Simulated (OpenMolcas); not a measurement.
# Lines of N+: computed and rescaled rates

```yaml
Program: OpenMolcas
Method: "MS-RASPT2, IPEA 0.25 Eh, imaginary shift 0.1 Eh (closed shells correlated: 1s 2s)"
Basis: ANO-RCC [8s7p4d3f2g]
Scalar_Hamiltonian: DKH2, point nucleus
Active_space: 2 electrons in 9 orbitals (RAS2 2p; RAS3 3s 3d, at most 1 electron)
State_averaging: 2S+1 = 3 even, 3 roots; 2S+1 = 1 even, 6 roots; 2S+1 = 3 odd, 18 roots; 2S+1 = 1 odd, 18 roots
Spin-orbit_coupling: state interaction with AMFI integrals over the reference wave functions, term energies averaged over their components
```

Rates come from the transition moments of the reference wave functions (E1 and E2 in the length form). At fixed line strength A goes as λ^-3 for E1 and M1 and as λ^-5 for E2, so a rate at the computed wavelength can be rescaled to the measured one. Measured vacuum wavelengths follow from level energies in NIST Handbook of Basic Atomic Spectroscopic Data. Branching counts decays inside the model space alone, at computed energies, and the table is only a selection of the E2 and M1 lines, drawn from those between levels with measured partners whose computed energy lies within a factor of 1.5 of the measured one.

```
         Upper           Lower  Type  λ computed (nm)  λ measured (nm)  A computed (s-1)  A rescaled (s-1)  Branching %
   2s² 2p² ³P₂     2s² 2p² ³P₁    M1           106400           121800          1.13e-05          7.53e-06        100.0
   2s² 2p² ¹D₂     2s² 2p² ³P₂    M1            662.3            658.5          2.65e-03                           74.4
   2s² 2p² ¹D₂     2s² 2p² ³P₁    M1            658.2              655          8.99e-04                           25.3
   2s² 2p² ¹S₀     2s² 2p² ¹D₂    E2            446.8            575.6          4.21e+00          1.19e+00         99.2
   2s² 2p² ¹S₀     2s² 2p² ³P₁    M1            266.1            306.4          3.50e-02                            0.8
2s² 2p 3d ³F°₄  2s² 2p 3s ³P°₂    E2            225.5            266.1          7.82e+02          3.42e+02        100.0
```

Spin-changing lines and M1 lines between different terms are not rescaled, since their strength hangs on the term gaps too.

The largest correction is for 2s² 2p² ¹S₀ → 2s² 2p² ¹D₂ (E2): 4.21e+00 × (446.8 / 575.6)^5 = 1.19e+00 s-1, a factor of 0.28.

No measured rate stands beside these. Rescaling mends the energy factor alone: line strengths can still be far off where a level mixes with configurations outside the active space, and weak or spin-changing lines hang on small mixing coefficients that depend on the term gaps too, so rescaling need not improve them.

Term energies are means over components that CASPT2 splits; among the terms shown or strongly mixed into the levels shown the widest spread is 200 cm-1 (2s² 2p² ¹D). ANO sets are built for valence states and can reach diffuse excited orbitals poorly. With the s shell closed, the reference lacks s² → p² mixing. Some terms miss by over 15 % even with CASPT2, which points to a basis or an active space too small for the shells correlated. Measured partners are found by configuration, term and J. A level has none where our copy of the source lacks it or the pairing is in doubt (some pairs that miss far off the trend of their configuration count as doubtful). Levels of configurations outside the active space are missing.

° marks odd parity.
